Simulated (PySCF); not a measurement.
A structure optimised at PBE-D3(BJ)/def2-SVP, used in a PySCF frequency run:

```
C
F 1 1.3513
F 1 1.3513 2 107.59
C 1 1.5087 2 111.33 3 -122.24
H 4 1.1047 1 110.15 2 179.60
H 4 1.1047 5 109.47 1 -121.26
H 4 1.1088 5 109.46 6 -119.98
Br 1 1.9944 2 107.66 3 115.79
```

### Question
Write its SMILES, formula and point group.

### Answer
CC(F)(F)Br, C₂H₃BrF₂, Cs

### Question
What are its rotational constants (standard atomic weights)?

### Answer
5.1679, 2.0108, 1.9781 GHz
